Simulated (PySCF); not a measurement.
Working with the constants of GaBi

UHF-CCSD(T) constants of GaBi, ³Σ⁻ (triplet), unpaired electrons π ↑↑ (basis Ga cc-pVDZ-PP with ECP10, Bi cc-pVDZ-PP with ECP60; scalar-relativistic core potentials; PySCF 2.14; masses 68.9256 and 208.9804 u):

| Quantity | Value |
| --- | --- |
| ωe | 151.7 cm⁻¹ |
| ωexe | 0.341 cm⁻¹ |
| Be | 0.038949 cm⁻¹ |
| αe | 0.000128 cm⁻¹ |
| De to Ga + Bi | 1.24 eV |

(1) What force constant and bond length do these constants imply?

(2) Estimate the centrifugal constant D from the Kratzer relation and find the Dunham coefficient a1.

Correlated steps freeze 8 core orbitals. Correlated levels converge slowly with the basis: in double zeta they bind strong bonds too weakly, by up to about 1 eV, and carry superposition errors of some tenths. These are scalar-relativistic numbers at best; spin–orbit coupling would shift them, the dissociation energy most. The state was picked by a PBE0 search and need not be the measured ground state.

## Answers

(1) Reduced mass μred = 51.831 u; k = 5.8918×10⁻⁷·μred·ωe² (u, cm⁻¹, mdyn/Å) = 0.703 mdyn/Å; Re = √(16.8576/(μred·Be)) (u, cm⁻¹, Å) = 2.890 Å.

(2) D = 4Be³/ωe² = 1.03e-08 cm⁻¹; a1 = −1 − αeωe/(6Be²) = -3.13.
